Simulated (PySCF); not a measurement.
Species: C₈H₁₄.
Structure used (PBE0-D3(BJ)/def2-SVP), in Å, numbered top down from 1:
```
atom  x, y, z in Å
C1     1.717    0.000    0.194
C2     0.987    1.337    0.060
C3    -0.535    1.153    0.058
C4    -1.013    0.308    1.255
C5    -0.925   -1.163    0.778
C6    -0.400   -1.090   -0.669
C7     1.132   -1.075   -0.722
C8    -0.930    0.271   -1.129
H9     1.646   -0.343    1.240
H10    2.794    0.128   -0.001
H11    1.282    1.836   -0.879
H12    1.289    2.012    0.879
H13   -1.024    2.139    0.033
H14   -0.412    0.500    2.158
H15   -2.052    0.570    1.510
H16   -1.919   -1.636    0.795
H17   -0.275   -1.780    1.419
H18   -0.781   -1.921   -1.284
H19    1.446   -0.894   -1.765
H20    1.533   -2.064   -0.443
H21   -2.026    0.244   -1.251
H22   -0.494    0.607   -2.084
```

Level of theory: PySCF 2.14.0, density-fitted response routines, TDDFT CAM-B3LYP/def2-SVPD, vertical, gas phase, core orbitals frozen in the response.

Transition dipole moments from the ground state, in atomic units and in the frame of the coordinates above (overall signs are arbitrary), for the states with f of 0.002 or more among the lowest 9:

| state | E (hartree) | μx | μy | μz |
| --- | --- | --- | --- | --- |
| S1 | 0.2986 | 0.116 | -0.014 | 0.065 |
| S4 | 0.3146 | 0.094 | 0.081 | -0.232 |
| S5 | 0.3207 | 0.015 | -0.252 | -0.082 |
| S6 | 0.3239 | 0.208 | 0.023 | -0.035 |
| S7 | 0.3268 | 0.165 | -0.081 | 0.276 |
| S8 | 0.3282 | 0.025 | -0.414 | -0.135 |
| S9 | 0.3316 | -0.007 | 0.132 | 0.042 |

Work out the oscillator strengths.

f = (2/3) ΔE |μ|² with ΔE in hartree (27.2114 eV).

```json
{"state": "S1", "|μ|² (au)": "0.018", "|μ| (D)": "0.34", "f": "0.004"}
{"state": "S4", "|μ|² (au)": "0.069", "|μ| (D)": "0.67", "f": "0.014"}
{"state": "S5", "|μ|² (au)": "0.070", "|μ| (D)": "0.67", "f": "0.015"}
{"state": "S6", "|μ|² (au)": "0.045", "|μ| (D)": "0.54", "f": "0.010"}
{"state": "S7", "|μ|² (au)": "0.110", "|μ| (D)": "0.84", "f": "0.024"}
{"state": "S8", "|μ|² (au)": "0.190", "|μ| (D)": "1.11", "f": "0.042"}
{"state": "S9", "|μ|² (au)": "0.019", "|μ| (D)": "0.35", "f": "0.004"}
```

What is the point group, and which symmetry does each of these states have?

Cs. Polarised normal to the mirror plane, so A″: S5, S8 and S9. Polarised in the mirror plane, so A′: S1, S4, S6 and S7.

Which bond between heavy atoms lies closest to the direction of the S8 transition dipole?

C4–C5, at 0° from it; next C1–C7 and C1–C2 at 34°.

What angle do the transition dipoles of S5 and S7 make?

|cos θ| = |μa·μb| / (|μa| |μb|) = 0.00, so θ ≈ 90° (taken between 0 and 90°, since the signs are arbitrary).

All these states lie below the vertical ionisation energy of 10.29 eV (ΔSCF).

The run took 7.1 min of wall time on one thread of an Arm Neoverse V1, no GPU (shared host).

Without π bonds the low states may be Rydberg-like; a valence basis with one diffuse set may place them up to an eV too high.
